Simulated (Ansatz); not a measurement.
## InI (indium iodide (ini)): methods side by side

The species is InI (2 atoms), meant as a singlet with charge 0. As SMILES, `[In][I]`. Geometry: a GFN2-xTB relaxation, a rough one for these elements and not checked as a minimum.

```xyz
2

In    0.0000    0.0000    0.0000
I     0.0000    0.0000    2.7892
```

Quantity: the vertical energy of the triplet above the singlet, in eV. The values are calculated.

| level | kind | program | value (eV) | less FCI/STO-3G | CPU time (all runs) |
| --- | --- | --- | --- | --- | --- |
| HF/STO-3G | Hartree–Fock | Ansatz | 1.97 | -0.66 | 3.3 s |
| B3LYP/STO-3G | global hybrid | Ansatz | 2.83 | +0.20 | 11 s |
| r2SCAN0/STO-3G | hybrid meta-GGA | Ansatz | 2.51 | -0.12 | 29 s |
| CAM-B3LYP/STO-3G | range-separated hybrid | Ansatz | 2.75 | +0.12 | 11 s |
| wB97X/STO-3G | range-separated hybrid | Ansatz | 2.71 | +0.08 | 39 s |
| B2PLYP/STO-3G | double hybrid | Ansatz | 2.77 | +0.14 | 11 s |
| RPA@PBE/STO-3G | RPA | Ansatz | 2.85 | +0.22 | 25 s |
| CCSDT/STO-3G | coupled cluster or CI | Ansatz | 2.63 | 0.00 | 9.8 s |
| FCI/STO-3G | exact in the basis | Ansatz | 2.63 | 0.00 | 6.2 s |

FCI/STO-3G is exact within its basis and frozen core, so for wave-function methods in that basis the difference is their error; functionals converge differently with the basis, so for them it is only a difference. All-electron rows without a relativistic Hamiltonian named are non-relativistic. Spin-orbit coupling, which can split open shells on such heavy atoms by tenths of an eV, is left out. The values span 1.97 to 2.85 eV. All rows use very small basis sets, so none should be taken for the real molecule's value. In the correlated wave-function rows the outer d shell of I, In is correlated, in sets not made for it. In so small a basis fixed costs decide the times, and correlated methods can beat functionals. CPU times are rough (shared hosts, several kinds of processor and program).
